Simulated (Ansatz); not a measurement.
Cost and result for the atomization energy of `CO[SiH](S)Cl` (10 atoms, 9 bonds).

```xyz
10

C    -1.3474   -1.0088    0.0876
O    -0.1669   -0.7845   -0.6584
Si    1.0179    0.2373   -0.2233
S     0.2131    2.2041   -0.1520
Cl    2.4739    0.0327   -1.6360
H    -1.9041   -0.0796    0.2411
H    -1.1199   -1.4501    1.0633
H    -1.9686   -1.7053   -0.4760
H     1.6197   -0.0939    1.0877
H     1.1822    2.6481    0.6661
```

The species carries charge 0 and has multiplicity 1. The geometry is a stationary point of PBE0-D4/def2-TZVP. It is one conformer, not always the lowest. Program: Ansatz. Hardware: A = 2 threads of an AMD EPYC 7R13 on a shared host; B = 2 threads of an AMD EPYC 7R13 on a shared host and a share of an NVIDIA H100 80 GB. Times are those of one run each, without the atoms' runs, and a repeat can differ threefold. Electronic energies, without spin–orbit coupling; frozen cores. CCSD(T)/CBS adds CCSD(T) − MP2 in def2-TZVPP to the MP2 limit, and its time is that of the two runs behind it. T1 = 0.011. B3LYP takes the VWN-RPA correlation (the form of Gaussian; ORCA's B3LYP/G).

CCSD(T)/CBS is a level of theory with its own doubt, some kJ/mol a heavy atom from the limit and from the frozen cores, so smaller differences don't rank the functionals.

```tsv
level	functions	wall time	atomization (kJ/mol)	difference from CCSD(T)/CBS	per bond
CCSD(T)/def2-TZVPP [B]	258	2.7 s	3442.5	-108.6	-12.1
MP2/def2-QZVPP [B]	474	3 s	3575.0	23.9	2.7
CCSD(T)/CBS(def2)	–	5.7 s	3551.1	0.0	0.0
PBE-D4/def2-TZVPP (with forces) [A]	258	6 s	3585.3	34.2	3.8
PBE0-D4/def2-TZVPP [A]	258	7.5 s	3531.5	-19.6	-2.2
r2SCAN-D4/def2-TZVPP (with forces) [A]	258	8 s	3555.9	4.8	0.5
B2PLYP/def2-TZVPP [A]	258	10 s	3486.8	-64.3	-7.1
B3LYP-D4/def2-TZVPP (with forces) [A]	258	11 s	3521.6	-29.5	-3.3
ωB97X-V/def2-TZVPP [A]	258	16 s	3561.3	10.2	1.1
ωB97M-V/def2-TZVPP (with forces) [A]	258	21 s	3562.5	11.4	1.3
```

In def2-TZVPP, CCSD(T) changes the Hartree–Fock value by +865.7 kJ/mol (the triples alone add +55.0 kJ/mol) and MP2 by +933.7 kJ/mol; breaking electron pairs costs correlation energy, which Hartree–Fock lacks. From PBE to PBE0 (25 % exact exchange), in def2-TZVPP and without D4, the atomization energy moves by −50.0 kJ/mol: exact exchange takes away binding that semilocal exchange gives to molecules. The D4 term adds +42.5 kJ/mol with B3LYP and +22.4 kJ/mol with PBE0; it sums over pairs of atoms, weighted by their polarisabilities, and B3LYP, whose exchange is more repulsive, gets the larger term.
